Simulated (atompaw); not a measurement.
**What one change does to a pseudopotential (gallium, PAW (atompaw))**

* Element: Ga
* Generator: atompaw 4.2.0.5
* Type: PAW
* Functional: PBEsol
* Relativity: scalar-relativistic
* Frozen core: [Ar]
* Valence charge: 13
* Reference configuration: 3d10 4s2 4p1
* Partial waves: 4s (bound): rc 1.60 bohr; 4s channel at 1.25 Ry: rc 1.60 bohr; 4p (bound): rc 2.70 bohr; 4p channel at 0.95 Ry: rc 2.70 bohr; 3d (bound): rc 1.30 bohr; 3d channel at 0.7 Ry: rc 1.30 bohr
* Local potential: bessel scheme, radius 2.25 bohr
* Core correction: smooth core density matched at 2.50 bohr
* Augmentation charge: besselshape compensation charge, radius 2.55 bohr; PAW radius 2.70 bohr; waves and projectors: custom polynom vanderbiltortho

All-electron outer shells of the reference configuration (PBEsol, scalar-relativistic, ld1.x):

```tsv
shell	level (eV)	outermost node (bohr)	outermost maximum (bohr)
3s	-147.78	0.27	0.56
3p	-98.68	0.24	0.56
3d	-19.16	–	0.53
4s	-8.96	0.81	1.90
4p	-2.57	0.87	2.53
```

Change: wave 4s (bound): rc 1.60 bohr becomes 4s (bound): rc 2.64 bohr.

Cutoffs: the cutoffs (Ry, on a coarse ladder) from which the occupation-weighted sum of valence levels, in a spherical-Bessel basis at the reference potential, stays within 10 and 1 mRy of its value at 400 Ry; they do not see the model core or the augmentation charge, which bear on the density cutoff.

Problem. What does the change do?

Solution. The potential gets neither clearly harder nor softer (90 Ry and 160 Ry → 90 Ry and 160 Ry); the d channel sets the loose cutoff, while the largest relative change is in s, which becomes softer; the range in which the s phases agree narrows (upper end at the end of the scan → 1.0); neither file shows a bound ghost.

| quantity | base | changed |
| --- | --- | --- |
| cutoff, loose | 90 Ry | 90 Ry |
| cutoff, tight | 160 Ry | 160 Ry |
| loose cutoff by channel (10 mRy a level) | s 15 Ry, p 6 Ry, d 50 Ry | s 6 Ry, p 6 Ry, d 50 Ry |
| bound ghosts | none | none |
| s: phases at 2.71 bohr within 0.05 rad from the reference energy up to (Ry; the scan ends near 5) | to the end of the scan | 1.0 |
| p: phases at 2.71 bohr within 0.05 rad from the reference energy up to (Ry; the scan ends near 5) | 3.8 | 3.8 |
| d: phases at 2.71 bohr within 0.05 rad from the reference energy up to (Ry; the scan ends near 5) | 4.9 | 4.9 |
| lowest overlap eigenvalue by channel | s 0.22, p 0.74, d 1.00 | s 0.29, p 0.74, d 1.00 |

 The cutoffs see the waves, projectors and local potential, not the compensation charge or the core.
